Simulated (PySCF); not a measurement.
Se(F)(SeH) (FHSe2), SMILES F[Se][SeH]. Geometry: B3LYP-D3(BJ)/def2-TZVP. One conformer was computed; it need not be the lowest.

These are B3LYP-D3(BJ)/def2-TZVP in PySCF values and carry that method's errors.

Harmonic wavenumbers (cm⁻¹): 178, 299, 371, 608, 747, 2340. Rotational constants (GHz): 11.46, 1.933, 1.677; symmetry number 1.

Problem. Work out the zero-point energy and the ideal-gas rigid-rotor harmonic-oscillator thermochemistry at 298.15 K and 1 atm.

Solution. ZPE = ½ Σ hcν = ½ × 4543 cm⁻¹ = 6.49 kcal/mol. H − E(el) = 9.87 kcal/mol. Entropy in cal/(mol K): translation 41.44, rotation 26.56, vibration 5.54, total 73.54. G − E(el) = -12.05 kcal/mol. Cp = 14.79 cal/(mol K).
